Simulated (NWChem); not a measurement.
Molecule: B$_{2}$F$_{3}$, doublet; SMILES F[B]B(F)F

```xyz
5

F     -0.1590     2.2217     0.0000
B      0.4167     1.0624     0.0000
B      0.0170    -0.5648     0.0000
F     -0.0410    -1.2491     1.1315
F     -0.0410    -1.2491    -1.1315
```
Atoms are numbered in this order, from 1.

Program: NWChem. Pople sets run with spherical d functions. Spin-unrestricted. In the optimisation the excess spin sits in a' (Cs, its own frame). The geometry was optimised at PBE0/def2-SVP, spin-unrestricted. No stability test was run on the SCF state. Level r2SCAN/6-31G*: energy and gradient on several grids; changes count from the extra-fine grid, which is no exact limit either.

| grid | size of the energy change (μHa) | largest change of a gradient component (μHa/bohr) |
|---|---|---|
| xcoarse | 4000 | 3000 |
| coarse | 300 | 200 |
| medium | 200 | 50 |
| fine | 40 | < 30 |
| xfine | < 10 | < 30 |
